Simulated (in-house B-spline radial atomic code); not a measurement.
Tl²⁺. Computed with a B-spline radial atomic code. Model: all-electron spherical atom, spin shells full or empty, radial basis limit, no spin-orbit coupling, Breit or QED, empty-state partial waves extrapolated as (l+1/2)^-4, RPA, G0W0 and static COHSEX of the highest shell as one setting changes (uncorrelated shells keep exact exchange).

Empty levels are discrete states of a finite basis, so the steps are uneven.

Without the two-electron picture change, core correlation of heavy ions comes too large.

Given: element Tl; charge 2; filled core Xe; hamiltonian one-electron scalar X2C; mean-field start PBE0; highest l of empty states 9; nuclear rms radius 5.4759 fm; lowest nl shells left uncorrelated 12; highest mean-field shell 6s up; box radius 17.55 bohr.

Shell: 4f 7 7, 5d 5 5, 6s 1 0 (electrons up and down).

| highest empty level kept (hartree) | RPA correlation energy (hartree) | G0W0 level (eV) | G0W0 minus most complete (meV) | COHSEX level (eV) | linearised minus solved G0W0 (meV) |
| --- | --- | --- | --- | --- | --- |
| 3 | -0.34525 | -29.949 | 330.4 | -31.141 | 0.9 |
| 6 | -0.44511 | -30.108 | 170.5 | -31.519 | 1 |
| 10.5 | -0.49925 | -30.201 | 77.7 | -31.743 | 1 |
| 18 | ? | ? | ? | ? | ? |
| 30 | -0.54565 | -30.266 | 12.6 | -31.923 | 1 |
| 54 | ? | ? | ? | ? | ? |
| 90 | -0.55959 | -30.278 | 1 | -31.957 | 1 |
| 180 | -0.56002 | -30.279 | 0.4 | -31.959 | 1 |
| 360 | -0.56022 | -30.279 | 0.1 | -31.96 | 1 |
| 750 | -0.56029 | -30.279 | 0 | -31.961 | 1 |
| 1800 | -0.56031 | -30.279 | 0 | -31.961 | 1 |
| 6000 | -0.56031 | -30.279 | 0 | -31.961 | 1 |

Problem. What follows for highest empty level kept = 18?

Solution. RPA correlation energy -0.52584 hartree; G0W0 level -30.245 eV; G0W0 minus most complete 33.6 meV; COHSEX level -31.864 eV; linearised minus solved G0W0 1 meV.

Problem. What follows for highest empty level kept = 54?

Solution. RPA correlation energy -0.55727 hartree; G0W0 level -30.275 eV; G0W0 minus most complete 4.2 meV; COHSEX level -31.948 eV; linearised minus solved G0W0 1 meV.
